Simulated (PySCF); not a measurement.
Ground-state electric properties of a mixed set of molecules.

All values: CAM-B3LYP/def2-SVPD (PySCF) at GFN2-xTB geometries, gas phase, one conformer each. Core orbitals are frozen in the response; Δα² is half the sum of the squared differences of the principal polarisabilities.

Question: Rank by polarisability anisotropy Δα, highest first.
A. `[O:1]=[C:2]([F:3])[C@H:4]1[CH2:5][C@H:6]1[C:7](=[O:8])[F:9]` with O1–C2–C4–C5 -17°, C5–C6–C7–O8 10°
B. `[CH3:1][CH2:2][c:3]1[c:4]([F:5])[n:6][n:7][n:8]1[CH3:9]` with C1–C2–C3–C4 89°
C. `[CH2:1]=[C:2]([CH2:3][F:4])[O:5][CH3:6]` with C1–C2–C3–F4 0°, C1–C2–O5–C6 0°
D. `[CH2:1]=[CH:2]/[C:3]([Cl:4])=[CH:5]/[CH:6]=[CH:7]\[Cl:8]` with C1–C2–C3–Cl4 0°, C3–C5–C6–C7 180°
E. `FC(F)(F)P=C=C[SiH3]`
F. `[CH3:1][CH:2]([CH3:3])[C:4](=[O:5])[F:6]` with C1–C2–C4–O5 12°

Answer: D (18.10 Å³), E (9.54 Å³), B (4.39 Å³), C (2.66 Å³), F (1.45 Å³), A (1.03 Å³).

Question: Rank by HOMO–LUMO gap, lowest first.
A. `FC(=O)[C@H]1C[C@H]1C(F)=O`
B. `CC(C)C(=O)F`
C. `FC1=C(OC=CO1)CF`
D. `C=C/C(Cl)=C/C=C\Cl`
E. `O=C(O)[C@@]1(F)C/C1=C/F`
F. `C=C(CF)OC`

Answer: D (6.63 eV), C (8.00 eV), F (9.56 eV), E (9.68 eV), A (10.34 eV), B (11.08 eV).

Question: Rank by dipole moment, highest first.
A. `[CH2:1]=[CH:2]/[C:3]([Cl:4])=[CH:5]/[CH:6]=[CH:7]\[Cl:8]` with C1–C2–C3–Cl4 0°, C3–C5–C6–C7 180°
B. `FC(F)(F)P=C=C[SiH3]`
C. `[CH2:1]=[C:2]([CH2:3][F:4])[O:5][CH3:6]` with C1–C2–C3–F4 0°, C1–C2–O5–C6 0°
D. `[O:1]=[C:2]([OH:3])[C@@:4]1([F:5])[CH2:6]/[C:7]1=[CH:8]/[F:9]` with O1–C2–O3–H -1°, O1–C2–C4–F5 -171°
E. `[CH3:1][CH2:2][c:3]1[c:4]([F:5])[n:6][n:7][n:8]1[CH3:9]` with C1–C2–C3–C4 89°
F. `[F:1][CH2:2][C:3]1=[C:4]([F:5])[O:6][CH:7]=[CH:8][O:9]1` with F1–C2–C3–C4 88°, C3–C4–O6–C7 12°, C4–O6–C7–C8 -12°, C7–C8–O9–C3 11°, C2–C3–O9–C8 166°

Answer: E (5.78 D), B (3.15 D), F (2.39 D), C (2.23 D), D (1.52 D), A (0.37 D).

All values together:

```json
{"SMILES": "O=C(O)[C@@]1(F)C/C1=C/F", "formula": "C5H4F2O2", "μ (D)": "1.52", "HOMO (eV)": "-9.45", "LUMO (eV)": "0.23", "α (Å³)": "9.91", "Δα (Å³)": "2.97", "electrons": "68", "α per electron (Å³)": "0.146"}
{"SMILES": "CCc1c(F)nnn1C", "formula": "C5H8FN3", "μ (D)": "5.78", "HOMO (eV)": "-8.51", "LUMO (eV)": "0.73", "α (Å³)": "11.62", "Δα (Å³)": "4.39", "electrons": "68", "α per electron (Å³)": "0.171"}
{"SMILES": "O=C(F)[C@H]1C[C@H]1C(=O)F", "formula": "C5H4F2O2", "μ (D)": "5.25", "HOMO (eV)": "-10.68", "LUMO (eV)": "-0.34", "α (Å³)": "9.10", "Δα (Å³)": "1.03", "electrons": "68", "α per electron (Å³)": "0.134"}
{"SMILES": "FC(F)(F)P=C=C[SiH3]", "formula": "C3H4F3PSi", "μ (D)": "3.15", "HOMO (eV)": "-8.83", "LUMO (eV)": "-0.92", "α (Å³)": "14.32", "Δα (Å³)": "9.54", "electrons": "78", "α per electron (Å³)": "0.184"}
{"SMILES": "C=C/C(Cl)=C/C=C\\Cl", "formula": "C6H6Cl2", "μ (D)": "0.37", "HOMO (eV)": "-7.64", "LUMO (eV)": "-1.01", "α (Å³)": "17.64", "Δα (Å³)": "18.10", "electrons": "76", "α per electron (Å³)": "0.232"}
{"SMILES": "CC(C)C(=O)F", "formula": "C4H7FO", "μ (D)": "3.24", "HOMO (eV)": "-10.48", "LUMO (eV)": "0.60", "α (Å³)": "7.69", "Δα (Å³)": "1.45", "electrons": "48", "α per electron (Å³)": "0.160"}
{"SMILES": "FCC1=C(F)OC=CO1", "formula": "C5H4F2O2", "μ (D)": "2.39", "HOMO (eV)": "-7.58", "LUMO (eV)": "0.42", "α (Å³)": "9.45", "Δα (Å³)": "4.07", "electrons": "68", "α per electron (Å³)": "0.139"}
{"SMILES": "C=C(CF)OC", "formula": "C4H7FO", "μ (D)": "2.23", "HOMO (eV)": "-8.29", "LUMO (eV)": "1.27", "α (Å³)": "8.18", "Δα (Å³)": "2.66", "electrons": "48", "α per electron (Å³)": "0.170"}
```

Conformers: `[O:1]=[C:2]([OH:3])[C@@:4]1([F:5])[CH2:6]/[C:7]1=[CH:8]/[F:9]` with O1–C2–O3–H -1°, O1–C2–C4–F5 -171°; `[CH3:1][CH2:2][c:3]1[c:4]([F:5])[n:6][n:7][n:8]1[CH3:9]` with C1–C2–C3–C4 89°; `[O:1]=[C:2]([F:3])[C@H:4]1[CH2:5][C@H:6]1[C:7](=[O:8])[F:9]` with O1–C2–C4–C5 -17°, C5–C6–C7–O8 10°; `[CH2:1]=[CH:2]/[C:3]([Cl:4])=[CH:5]/[CH:6]=[CH:7]\[Cl:8]` with C1–C2–C3–Cl4 0°, C3–C5–C6–C7 180°; `[CH3:1][CH:2]([CH3:3])[C:4](=[O:5])[F:6]` with C1–C2–C4–O5 12°; `[F:1][CH2:2][C:3]1=[C:4]([F:5])[O:6][CH:7]=[CH:8][O:9]1` with F1–C2–C3–C4 88°, C3–C4–O6–C7 12°, C4–O6–C7–C8 -12°, C7–C8–O9–C3 11°, C2–C3–O9–C8 166°; `[CH2:1]=[C:2]([CH2:3][F:4])[O:5][CH3:6]` with C1–C2–C3–F4 0°, C1–C2–O5–C6 0°.

Q: How closely does the mean polarisability follow the number of electrons in this set?

A: The correlation coefficient is 0.77; α per electron runs from 0.134 to 0.232 Å³.
